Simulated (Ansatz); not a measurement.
`FB(F)O[SiH3]` + H₂ → `FBO[SiH3]` + H–F at 700 K and 1 bar (hydrogenolysis of a B–F bond).

Isolated molecules relaxed with PBE0-D4/def2-TZVP in Ansatz; ΔE leaves out vibrations. CCSD(T)/CBS is the MP2 limit (def2-TZVPP, def2-QZVPP) plus CCSD(T) − MP2 in def2-TZVPP, frozen cores. This one scheme is used for every species. Each species was taken in one conformer, which may not be the lowest.

```tsv
species	CCSD(T)/CBS energy (Eh)	H − E (kJ/mol)	S (J/(mol·K))
`FB(F)O[SiH3]`	-590.65048	171.8	439.9
H₂	-1.17544	46.8	155.3
`FBO[SiH3]`	-491.38634	181.6	407.7
H–F	-100.39570	45.2	198.5
```

H − E and S are ideal-gas, rigid-rotor, harmonic terms from PBE0-D4/def2-TZVP, for one conformer and one mirror image of each species. The MP2-based limit puts H₂ 0.8 mEh under its directly extrapolated value; such offsets cancel only in part. 1 Eh = 2625.50 kJ/mol, R = 8.31446 J/(mol·K).

Problem. By hand: ΔE, ΔH, ΔS and ΔG.

Solution. ΔE = (-491.38634) + (-100.39570) − (-590.65048) − (-1.17544) = 0.04388 Eh = 115.2 kJ/mol. Δ(H − E) = 181.6 + 45.2 − 171.8 − 46.8 = 8.2, so ΔH = 123.4 kJ/mol. ΔS = 407.7 + 198.5 − 439.9 − 155.3 = 11.0 J/(mol·K). ΔG = 123.4 − 700 × (11.0)/1000 = 115.7 kJ/mol.

Problem. By hand: the equilibrium constant, and the temperature at which ΔG would vanish if ΔH and ΔS stayed fixed.

Solution. log₁₀ K = −ΔG/(RT ln 10) = -8.6. ΔG = 0 at ΔH/ΔS = 11218 K, far beyond where these terms or the molecules hold.

The number of gas molecules stays the same, so ΔS is small and ΔH decides. A doubt of 5 kJ/mol in ΔE shifts log₁₀ K by 0.4 here. Other conformers and mirror images would add mixing entropy, several J/(mol·K) or more a flexible species. Modes under 60 cm⁻¹, often nearly free rotors, make the harmonic entropy too high. These are equilibria of isolated gas molecules and say nothing of rates. Largest T1 diagnostic: 0.013 (customary marks: 0.02 for closed shells, 0.045 for open ones).
